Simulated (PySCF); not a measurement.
**Gas-phase thermal properties of WCl6**

Energies from PySCF (xtb for GFN2), thermal terms from the rigid-rotor harmonic-oscillator model, ideal gas at 1 bar. All species are closed-shell singlets. W: scalar-relativistic def2 core potential, no spin-orbit coupling. The harmonic model lacks anharmonicity and excited electronic states, which grow with temperature; levels with a mode under 35 cm⁻¹ are left out. Soft modes under 120 cm⁻¹ make the harmonic entropy rough for WCl6.

| level | point group | σ | ZPE (kJ/mol) | S°298 (J/mol/K) | Cp298 (J/mol/K) | S°1000 (J/mol/K) | H1000 − H298 (kJ/mol) |
|---|---|---|---|---|---|---|---|
| GFN2-xTB | Oh | 24 | 16.3 | 443.8 | 149.4 | 631.0 | 109.0 |
| PBE/def2-SVP | Oh | 24 | 20.5 | 423.7 | 144.2 | 608.3 | 107.8 |
| PBE0/def2-TZVP | Oh | 24 | 21.3 | 420.4 | 143.2 | 604.5 | 107.6 |
σ: rotational symmetry number. Electronic degeneracy used: 1. Frequencies are unscaled.
